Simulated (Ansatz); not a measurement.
**Telling isomers of FH6InSi2 apart by their spectra**

These gas-phase data were calculated for one isomer of FH6InSi2 at PBE0-D3(BJ)/def2-SVP (harmonic, unscaled wavenumbers; equilibrium rotational constants with average atomic masses):

```
rotational constants            : 3.812, 1.292, 0.9873 GHz
all wavenumbers above 1500 cm⁻¹ : 2235, 2234, 2234, 2233, 2219, 2215
```

Candidates:

(1) `[F][In]([SiH3])[SiH3]`, a singlet
(2) `F[SiH2][SiH2][InH2]`, a singlet

Q: Which candidate do the data belong to?

A: Candidate (1). No mode falls between 1500 and 1900 cm⁻¹, where the In–H stretch of (2) would stand.

The same quantities for all candidates:

```tsv
	rotational constants (GHz)	wavenumbers above 1500 cm⁻¹	E above the lowest, PBE0-D3(BJ)/def2-SVP (kcal/mol)
(1)	3.812, 1.292, 0.9873	2235, 2234, 2234, 2233, 2219, 2215	3.9
(2)	3.628, 1.375, 1.041	2257, 2244, 2230, 2217, 1800, 1793	0.0
```

Each candidate is one conformer. Atoms past krypton carry core potentials. Programs: Ansatz 0.2.0.
